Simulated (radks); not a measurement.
The numbers below are computed, except where a source is named.
Removal energies from the krypton ion Kr10+, [Ar] 3d8, by Delta-SCF beside the eigenvalue of the level emptied. Code: a radial shooting solver on a logarithmic mesh with Libxc functionals. Model: scalar-relativistic Kohn-Sham, r2SCAN, spin-polarised, spherical densities, finite nucleus; meta-GGA in the generalised Kohn-Sham scheme; Fermi nuclear charge, rms radius of each element as measured or else 0.836 A^(1/3) + 0.57 fm. Open shells are filled with parallel spins first.

| removed from | final configuration | Delta-SCF (eV) | -eigenvalue (eV) |
|---|---|---|---|
| 3d | [Ar] 3d7 | 309.15 | 289.87 |
| 3p | [Ne] 3s2 3p5 3d8 | 425.90 | 407.14 |
| 3s | [Ne] 3s1 3p6 3d8 | 497.45 | 478.71 |
| 2p | [He] 2s2 2p5 3s2 3p6 3d8 | 1934.5 | 1885.6 |
